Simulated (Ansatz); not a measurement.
C₂H₂BF₂N, SMILES `FBC1(F)C=N1`. Total charge 0; spin multiplicity 1. The structure was optimised at the PBE0-D4/def2-TZVP level. It is one conformer, not always the lowest.

```xyz
8

F    -0.184   -1.217    2.050
B     0.063   -0.184    1.275
C     0.052   -0.354   -0.265
F    -0.134   -1.620   -0.742
C    -0.205    0.710   -1.206
N     1.013    0.468   -1.100
H     0.285    0.882    1.771
H    -0.890    1.316   -1.784
```

Question: What is the dipole moment at B3LYP/def2-TZVPP? (Best estimate.)

Answer: Computed: 2.95 D, with components (-1.69, 2.34, -0.58) D in this frame, pointing from negative to positive charge.

Question: And with PBE, r2SCAN, ωB97M-V? (An estimate is asked.)

Answer: Computed: PBE 2.76 D, r2SCAN 2.88 D, ωB97M-V 2.93 D.

Question: Give the Mulliken charges with B3LYP, PBE, ωB97M-V in def2-TZVPP. (Estimate.)

Answer: Computed: 
| atom | B3LYP | PBE | ωB97M-V |
| --- | --- | --- | --- |
| F1 | -0.21 | -0.17 | -0.21 |
| B2 | 0.23 | 0.20 | 0.19 |
| C3 | 0.15 | 0.09 | 0.12 |
| F4 | -0.22 | -0.17 | -0.20 |
| C5 | 0.01 | 0.00 | 0.04 |
| N6 | -0.15 | -0.10 | -0.15 |
| H7 | 0.00 | -0.02 | 0.04 |
| H8 | 0.20 | 0.18 | 0.18 |

B3LYP here is the variant with VWN-RPA as its local correlation; programs differ in this.
